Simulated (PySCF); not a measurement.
# Simulated absorption spectrum

C7H6N2.
SMILES: `c1ccc2[nH]ncc2c1`

Theory: TDDFT PBE0/def2-SVPD, vertical, gas phase, core orbitals frozen in the response in PySCF 2.14.0, density-fitted response routines. Isolated species at its PBE0-D3(BJ)/def2-SVP geometry, gas phase.

Computed states:

```tsv
state	E (eV)	f
S1	4.80	0.066
S2	5.19	0.042
S3	6.11	0.0031
S4	6.27	0.0002
S5	6.41	0.329
S6	6.59	0.343
S7	6.68	0.0003
S8	6.81	0.268
S9	6.90	0.0028
S10	6.99	0.0008
```

Broadening: Gaussians 0.5 eV wide at half height, area fixed by f = 4.319×10⁻⁹ ∫ε dν̃. The cross-section is σ = 3.8235×10⁻²¹ ε cm², given in Mb (10⁻¹⁸ cm²). The width is an assumption, not a result. The curve ends short of the highest state used, and states not computed would add to its high-energy end.

Question: Give the broadened spectrum and its maxima.

Answer: 
λ (nm), σ (Mb) and a bar:
```
    194.1     121.16 ##############################
    196.2      98.72 ########################
    198.2      76.15 ###################
    200.2      55.18 ##############
    202.3      36.84 #########
    204.3      23.61 ######
    206.3      14.32 ####
    208.4       8.02 ##
    210.4       4.42 #
    212.4       2.39 #
    214.5       1.32 
    216.5       0.92 
    218.5       0.93 
    220.6       1.26 
    222.6       1.86 
    224.7       2.74 #
    226.7       3.80 #
    228.7       5.02 #
    230.8       6.39 ##
    232.8       7.70 ##
    234.8       8.94 ##
    236.9      10.12 ###
    238.9      11.10 ###
    240.9      11.96 ###
    243.0      12.76 ###
    245.0      13.45 ###
    247.0      14.09 ###
    249.1      14.68 ####
    251.1      15.14 ####
    253.1      15.43 ####
    255.2      15.50 ####
    257.2      15.30 ####
    259.3      14.77 ####
    261.3      13.98 ###
    263.3      12.95 ###
    265.4      11.66 ###
    267.4      10.30 ###
    269.4       8.91 ##
    271.5       7.47 ##
    273.5       6.18 ##
    275.5       5.01 #
    277.6       3.93 #
    279.6       3.06 #
    281.6       2.34 #
    283.7       1.74 
    285.7       1.28 
    287.8       0.92 
    289.8       0.66 
    291.8       0.46 
    293.9       0.32 
    295.9       0.22 
    297.9       0.15 
    300.0       0.10 
    302.0       0.06 
    304.0       0.04 
    306.1       0.03
```

Maxima: 255 nm (4.87 eV), ε about 4100, made up of S1 (83%) and S2 (17%) (ε in L mol⁻¹ cm⁻¹; maxima over ε = 5, shares over 10%). At its high-energy end, 6.39 eV, the curve is still rising (ε about 32000, from S5 and S6).

Question: Coming from long wavelengths, where does ε first pass 100 L mol⁻¹ cm⁻¹?

Answer: At about 293 nm (4.23 eV), 0.57 eV below S1.

Question: On this curve, what absorbance would a 10⁻⁴ mol/L sample give at 280 nm over a 1 cm path?

Answer: 280 nm is 4.428 eV, where ε is about 760 L mol⁻¹ cm⁻¹, so A = ε c l ≈ 0.076 (Beer–Lambert, with the gas-phase spectrum and the assumed width).

Question: What would ε be at 4.87 eV, the highest of these maxima, with half the width (0.25 eV)?

Answer: About 5760 L mol⁻¹ cm⁻¹ against 4060, a factor of about 1.4; a lone state at its own centre would give exactly 2.

The vertical ionisation energy (ΔSCF) is 8.33 eV, 1.35 eV above S10.

The run took 2.3 min on one thread, Arm Neoverse V1 (shared host).
